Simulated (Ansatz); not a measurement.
Ansatz (an electronic-structure program) input (PBE0/def2-TZVP):

Ansatz 0.2 input:
```yaml
crystal:
  periodic: [false, false, false]
  atoms:
    - {symbol: Mo, position_ang: [-0.00000000, -0.00000000, -0.03962015]}
    - {symbol: H, position_ang: [0.00000000, 0.00000000, 1.66404644]}
basis:
  gaussian:
    orbitals: def2-TZVP
hamiltonian:
  xc: {name: PBE0}
magnetization: {spin_polarized: true, initial_magnetization: 3}
relax: {f_tol: 0.003, max_steps: 100}
```

Output:

```
Functional definition: PBE0
integrals: 0.01 GiB planned
443 factors; integrals over basis functions are off by at most 2.4e-4 eV
mean field: 0.13 GiB planned
mean field evaluation 1: about -1864.0861 eV, gradient 2.3e1 eV
mean field evaluation 2: about -1852.7655 eV, gradient 4.7e1 eV
mean field evaluation 4: about -1866.6713 eV, gradient 4.3e0 eV
mean field evaluation 8: about -1867.0070 eV, gradient 6.0e-1 eV
mean field evaluation 16: about -1867.0459 eV, gradient 1.3e-2 eV
mean field evaluation 32: about -1867.9378 eV, gradient 7.9e-4 eV
mean field evaluation 64: about -1867.9316 eV, gradient 2.0e-1 eV
mean field evaluation 96: about -1867.9378 eV, gradient 4.3e-8 eV
mean field -1867.93781060 eV, -68.6454484058 hartree, gradient 4.3e-8 eV, S^2 4.739942; 12 other end points of the search recorded, 0 dependent functions left out
the calculation of the forces begins
reference -1867.93783769 eV, -68.6454494014 hartree; 9, 6 occupied and 37, 40 virtual orbitals, 443 factors
relax step   1: F+E_penalty+E_count = -1867.93781060 eV  Δ(F+E_penalty+E_count) = +0.000e0 eV  max|allowed force component| = 5.354e-2 eV/Å  Δτ_max = 0.0000 Å  (348 SCF iters, accepted)
these checks for a lower state are left out or cut short: starts, cluster_reference, orbital_swaps, neighbouring_geometries, increment
integrals: 0.01 GiB planned
443 factors; integrals over basis functions are off by at most 2.4e-4 eV
mean field: 0.13 GiB planned
mean field -1867.93791628 eV, -68.6454522896 hartree, gradient 1.3e-7 eV, S^2 4.739368; 0 other end points of the search recorded, 0 dependent functions left out
the calculation of the forces begins
reference -1867.93794335 eV, -68.6454532844 hartree; 9, 6 occupied and 37, 40 virtual orbitals, 443 factors
relax step   2: F+E_penalty+E_count = -1867.93791628 eV  Δ(F+E_penalty+E_count) = -1.057e-4 eV  max|allowed force component| = 1.757e-2 eV/Å  Δτ_max = 0.0029 Å  (109 SCF iters, accepted)
these checks for a lower state are left out or cut short: starts, cluster_reference, orbital_swaps, neighbouring_geometries, increment
integrals: 0.01 GiB planned
443 factors; integrals over basis functions are off by at most 2.4e-4 eV
mean field: 0.13 GiB planned
mean field evaluation 128: about -1867.9379 eV, gradient 5.5e-7 eV
mean field -1867.93792882 eV, -68.6454527503 hartree, gradient 6.6e-8 eV, S^2 4.739508; 0 other end points of the search recorded, 0 dependent functions left out
the calculation of the forces begins
reference -1867.93795590 eV, -68.6454537453 hartree; 9, 6 occupied and 37, 40 virtual orbitals, 443 factors
relax step   3: F+E_penalty+E_count = -1867.93792882 eV  Δ(F+E_penalty+E_count) = -1.254e-5 eV  max|allowed force component| = 8.116e-5 eV/Å  Δτ_max = 0.0007 Å  (120 SCF iters, accepted)
integrals: 0.01 GiB planned
443 factors; integrals over basis functions are off by at most 2.4e-4 eV
mean field: 0.13 GiB planned
mean field evaluation 160: about -1864.0747 eV, gradient 2.4e1 eV
mean field evaluation 192: about -1867.8732 eV, gradient 1.3e0 eV
mean field -1867.93792882 eV, -68.6454527503 hartree, gradient 6.6e-8 eV, S^2 4.739508; 13 other end points of the search recorded, 0 dependent functions left out
the calculation of the forces begins
reference -1867.93795590 eV, -68.6454537453 hartree; 9, 6 occupied and 37, 40 virtual orbitals, 443 factors
Total energy: -1867.93795590 eV, -68.6454537453 hartree
Atom 0 at     0.000000     0.000000    -0.037415 Å, force    -0.000000     0.000000    -0.000081 eV/Å
Atom 1 at    -0.000000    -0.000000     1.661842 Å, force     0.000000    -0.000000     0.000081 eV/Å
Dipole moment:     0.000000    -0.017901    -0.529665 e Å
```

The spin state was set by rule; other spins were not relaxed.

The determinant is spin-contaminated: <S^2> is 4.74 against 3.75 for a pure state.
